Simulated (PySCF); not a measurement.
## Vertical excitation energies

C₆H₉FSi.
Geometry (GFN2-xTB, Å), atoms numbered from 1 in this order:
```xyz
17
C6H9FSi angstrom
C      0.9480    2.1902    0.9761
C      0.9083    1.2033    0.3002
C      0.8644    0.0035   -0.5158
C      1.8232   -1.0448    0.0575
C     -0.5483   -0.5516   -0.6005
C     -1.7040    0.4561   -0.8578
Si    -1.7993   -0.4218    0.7932
F     -2.8707   -1.6301    0.8962
H      0.9898    3.0582    1.5638
H      1.1994    0.2753   -1.5277
H      1.5040   -1.3311    1.0577
H      2.8350   -0.6490    0.1139
H      1.8288   -1.9318   -0.5726
H     -0.5806   -1.4303   -1.2400
H     -1.3992    1.4924   -0.9013
H     -2.3797    0.2071   -1.6655
H     -1.6263    0.1163    2.1126
```

Method: PySCF, TDDFT B3LYP/def2-SVPD, vertical, gas phase, core orbitals frozen in the response.

| state | E (eV) | λ (nm) | f | main configurations (H = HOMO, L = LUMO) |
| --- | --- | --- | --- | --- |
| S1 | 5.71 | 217.1 | 0.0025 | H→L (86%), H→L+1 (11%) |
| S2 | 6.11 | 203.0 | 0.0045 | H→L+2 (48%), H→L+1 (42%) |
| S3 | 6.35 | 195.4 | 0.114 | H→L+2 (47%), H→L+1 (41%) |
| S4 | 6.47 | 191.8 | 0.0070 | H→L+3 (67%), H-1→L (10%) |
| S5 | 6.51 | 190.4 | 0.010 | H-1→L (53%), H→L+3 (20%) |
| S6 | 6.74 | 183.8 | 0.011 | H-2→L (49%), H-1→L+3 (14%) |
| S7 | 6.77 | 183.2 | 0.0001 | H→L+4 (71%) |
| S8 | 6.91 | 179.4 | 0.0028 | H-2→L+3 (22%), H→L+4 (17%), H-2→L+4 (12%) |

Triplets (Tamm–Dancoff): T1 5.23 eV, H→L (53%), H→L+1 (29%), H→L+2 (9%); T2 5.38 eV, H→L+1 (58%), H→L (32%); T3 5.53 eV, H-2→L (15%), H-1→L+4 (12%), H-2→L+5 (11%).

The lowest singlet lies at 5.71 eV (217 nm, ultraviolet) and is very weak; its leading configuration is HOMO→LUMO (86%). The strongest level in the table is S3 at 6.35 eV (195 nm, f = 0.114). Löwdin shares by element: HOMO carbon 54% or more, silicon 26% (atoms not listed hold the other 21%); LUMO carbon 20% or more, silicon 19%, hydrogen 8% or more (atoms not listed hold the other 53%). Of the 8 states listed, 3 reach f = 0.01 and 1 stays under 0.0005. Orbital energies (eV): HOMO-3 -8.33, HOMO-2 -7.86, HOMO-1 -7.68, HOMO -6.74, LUMO -0.01, LUMO+1 0.24, LUMO+2 0.37. The oscillator strengths of these states sum to 0.151; summed over the whole spectrum of an exact calculation they would give the number of electrons, 68 (Thomas–Reiche–Kuhn). Only the lowest 8 singlets were computed, as vertical energies without vibronic structure.

The run took 70 s wall (with the writing of density and orbital grids) on one thread of an Arm Neoverse V1, no GPU (shared host), and the process peaked at 0.97 GiB of memory.

One conformer stands for the species.
